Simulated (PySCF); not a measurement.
Be(Et)(SH), SMILES C[CH2][Be][SH] (C2H6BeS), singlet at its PBE0/def2-SVP optimised geometry (Å):

```
10

Be     0.7661    -0.3375     0.0000
C     -0.9150    -0.3311    -0.0332
C     -1.6441     0.3652     1.1219
H     -1.2552    -1.3832    -0.1112
H     -1.2244     0.1210    -0.9970
H     -1.3670     1.4289     1.2002
H     -1.4069    -0.0959     2.0943
H     -2.7405     0.3272     1.0090
S      2.6823    -0.3375     0.0000
H      2.7405    -1.4289     0.7990
```

Calculation: PBE0/def2-TZVP run with PySCF. Cells within 0.4 Å of a nucleus heavier than hydrogen are left out (blank, or x).

Map of the electrostatic potential (hartree/e), clipped to [-0.08, 0.12] on the plane z = 1.2 Å:

```
|222222222222222222111111111|
|222222222222222222111111111|
|222222222222222222111111111|
|222222222222222222111111111|
|222222222222222222111111111|
|222222222222222221111111111|
|222111222332222221111111111|
|222111123554322221111111111|
|222111127997322221110000111|
|222222239999433221100000011|
|222223489999333332000000001|
|222359999999434542100000001|
|22238999xx99546763122210001|
|222369999x99558985357521111|
|222235799997459996589842111|
|222222235654358996699953211|
|222222122233346876799973221|
|222221122222345665799984222|
|222222222222234445699964222|
|222222222222233344567643222|
|222222222222233333444433222|
|222222222222223333333332222|
|222222222222222233333322222|
|222222222222222222222222222|
|222222222222222222222222222|
|222222222222222222222222222|
|222222222222222222222222222|
```
Scale: ten equal steps from -0.031 (start of '0') to 0.120 (end of '9'), in the order '0123456789'; x runs from -5.00 to 5.00, y from -5.00 (bottom) to 5.00 (top).
